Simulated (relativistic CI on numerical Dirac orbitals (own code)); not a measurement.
# Line list: Electric-dipole lines, Ru8+

These numbers are calculated, not measured: Dirac-Coulomb-Breit CI, KLI orbitals optimised for each configuration, a model potential for QED, unscaled Slater integrals (own radial code, finite nucleus).

CI space (outside the closed core [Ar] 3d10): 4s2.4p6, 4s2.4p5.4d, 4s.4p6.4d, 4s2.4p5.4f, 4s.4p6.4f, 4s2.4p5.5s, 4s2.4p5.5p, 4s2.4p5.5d, 4s.4p6.5s, 4p6.4d2, 4p5.4d3, 4p5.4d2.4f, 4p5.4d2.5s, 4p5.4d2.5p. Double excitations out of closed p, d and f shells are left out; levels of such configurations are missing from the list, as are those of other unlisted configurations, and high levels can miss mixing partners. These lack a partner that the ground configuration has and come out too high: 4s2.4p5.5d.

```csv
λ vac (Å),Lower,Upper,A (s⁻¹),E lower (eV),E upper (eV)
190.67,4s2.4p6 1S_0 [1],4s2.4p5.4d 1P°_1 [13],4.50e+11,0.000,65.027
227.01,4s2.4p5.4d 3P°_0 [2],4s2.4p5.4f 3D_1 [35],6.79e+10,44.346,98.962
228.62,4s2.4p5.4d 3P°_1 [3],4s2.4p5.4f 3D_2 [36],7.57e+10,44.917,99.149
229.41,4s2.4p5.4d 3P°_1 [3],4s2.4p5.4f 3D_1 [35],6.46e+10,44.917,98.962
230.94,4s.4p6.4d 3D_3 [19],4s.4p6.4f 3F°_4 [58],5.72e+10,84.735,138.422
232.85,4s2.4p5.4d 3P°_2 [4],4s2.4p5.4f 3D_3 [38],8.25e+10,46.073,99.320
233.60,4s2.4p5.4d 3P°_2 [4],4s2.4p5.4f 3D_2 [36],4.43e+10,46.073,99.149
242.34,4s2.4p5.4d 1D°_2 [10],4s2.4p5.4f 3G_3 [40],8.12e+10,51.058,102.219
242.72,4s2.4p5.4d 3F°_3 [6],4s2.4p5.4f 3G_4 [32],7.53e+10,46.731,97.812
242.96,4s2.4p5.4d 3F°_2 [7],4s2.4p5.4f 3G_3 [34],6.92e+10,47.671,98.701
243.55,4s2.4p5.4d 3F°_4 [5],4s2.4p5.4f 3G_5 [31],8.31e+10,46.310,97.217
243.64,4s2.4p5.4d 3D°_2 [11],4s2.4p5.4f 3D_3 [42],8.82e+10,52.191,103.078
248.14,4s2.4p5.4d 1F°_3 [12],4s2.4p5.4f 3F_4 [41],8.06e+10,52.668,102.633
248.98,4s2.4p5.4d 3D°_1 [9],4s2.4p5.4f 3F_2 [39],6.06e+10,51.031,100.829
249.48,4s2.4p5.4d 3D°_3 [8],4s2.4p5.4f 3F_4 [37],7.55e+10,49.580,99.278
251.87,4s.4p6.4d 1D_2 [22],4s.4p6.4f 1F°_3 [61],6.21e+10,90.783,140.009
322.67,4s2.4p5.4d 3F°_4 [5],4s.4p6.4d 3D_3 [19],1.82e+10,46.310,84.735
678.77,4s2.4p5.5p 3D_2 [23],4s2.4p5.5d 3F°_3 [47],8.25e+09,91.618,109.884
705.01,4s2.4p5.5p 3D_3 [24],4s2.4p5.5d 3F°_4 [46],1.07e+10,92.287,109.873
706.23,4s2.4p5.5p 3D_2 [30],4s2.4p5.5d 3F°_3 [54],1.04e+10,96.788,114.344
```

Terms are leading LS components. Brackets give the number of a level in order of energy, since labels repeat. The list gives strong lines, with weight on those to low levels, without lines whose two gauges differ by over a factor of 2.5, among the lowest 69 of 998 levels, so that lines to higher ones, which can be the strongest, are missing. Levels whose partners in the same complex of configurations lie outside the list can be far off, and so can their lines. Rates are taken at the computed energies, electric ones in the length gauge.

At this charge configurations can still be misplaced by up to about 7 % of their energy.

LS names give the leading component of a level, which can be under half, so a name can repeat, a term be missing and a line seem to break the LS rules.
